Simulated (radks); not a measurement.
Problem. Coherent X-ray form factor from a spherical all-electron density. Calculated with a radial shooting solver on a logarithmic mesh with Libxc functionals: non-relativistic Kohn-Sham, LDA (Slater exchange, Perdew-Wang correlation), spin-unpolarised, spherical densities, point nucleus.

| sin(theta)/lambda (1/angstrom) | f0 (electrons) |
|---|---|
| 0.05 | 46.710 |
| 0.1 | 45.862 |
| 0.15 | 44.525 |
| 0.2 | 42.796 |
| 0.25 | 40.789 |
| 0.3 | 38.614 |
| 0.4 | 34.146 |
| 0.5 | 29.969 |
| 0.6 | 26.376 |
| 0.8 | 21.154 |
| 1 | 17.941 |
| 1.25 | 15.218 |
| 1.5 | 12.884 |
| 2 | 8.892 |

The species is in the configuration that NIST lists as its ground one. Which atom or ion scatters so?

Solution. The barium ion Ba9+, [Kr] 4d10 5s1. Extrapolating in s^2 from the first two rows gives f0(0) = 47.0, near the electron count 47; among species with that count, the fall with angle is slower the higher Z, and the table is that of Z = 56; from so few rows the species is fixed only to a neighbour or two.
